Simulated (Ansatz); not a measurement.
Reaction R1 + R2 → P1 + P2, each structure at its B3LYP-D3(BJ)/def2-TZVP stationary point, reached from a drawn start (curvature not checked).
R1: H atom, charge 0, multiplicity 2.
P1, O2 (SMILES O=O) (charge 0, multiplicity 3):
```csv
atom,x (Å),y (Å),z (Å)
O,0.0000,0.0000,0.6022
O,0.0000,0.0000,-0.6022
```
R2, O3 (SMILES O=[O+][O-]) (charge 0, multiplicity 1):
```xyz
3

O      0.000     1.076    -0.214
O      0.000     0.000     0.429
O      0.000    -1.076    -0.214
```
P2, OH (SMILES [OH]) (charge 0, multiplicity 2, Z-matrix in Å and degrees):
```
O
H 1 0.9767
```

P less R. No zero-point or thermal terms; singlets are restricted closed shells; open shells are unrestricted; no spin–orbit coupling.

Frozen-core correlation throughout. CBS(a, b) extrapolates the correlation energy as X⁻³ and adds the Hartree–Fock energy of set b.

Run with Ansatz (an electronic-structure program) with Gaussian orbitals. All values are computed, each at the level named.

Task: Estimate the reaction energy that SVWN5/def2-TZVPPD returns for this input.

Result: -238 kJ/mol

Task: Estimate the reaction energy that CCSD(T)/CBS(aug-cc-pVTZ, aug-cc-pVQZ) returns for this input.

Result: -347 kJ/mol

Task: Estimate the reaction energy that MP2/aug-cc-pVQZ returns for this input.

Result: -282 kJ/mol
